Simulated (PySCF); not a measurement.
# How methods differ on the excitation energy of Se

Se [Ar] 3d10 4s2 4p4 (3P) → Se [Ar] 3d10 4s1 4p5 (3P), as a difference of total energies. Calculation: PySCF 2.14, in aug-cc-pVDZ-DK (6s5p3d, 36 functions); the spin-free X2C one-electron Hamiltonian (Gaussian nucleus). Correlated levels: valence: [Ar] 3d10 frozen. The calculations carry no spin-orbit coupling.

```json
{"method": "UHF", "excitation energy (eV)": "11.753"}
{"method": "MP2 (valence)", "excitation energy (eV)": "10.805"}
{"method": "SCS-MP2 (valence)", "excitation energy (eV)": "10.663"}
{"method": "CCSD (valence)", "excitation energy (eV)": "9.622"}
{"method": "CCSD(T) (valence)", "excitation energy (eV)": "9.320"}
```

Problem. How much does correlation contribute at CCSD(T) (valence)?

Solution. 9.320 − (11.753) = -2.433 eV, measured against UHF.

A first-order spin-orbit estimate (lowest level to lowest level, LS coupling) adds -0.012 eV.

The upper state lies above the first ionisation limit, where it may autoionise and the basis confines it.

The coupled-cluster amplitudes are large for the upper state (T1 above 0.03 or a double amplitude above 0.15), so a single reference is strained.
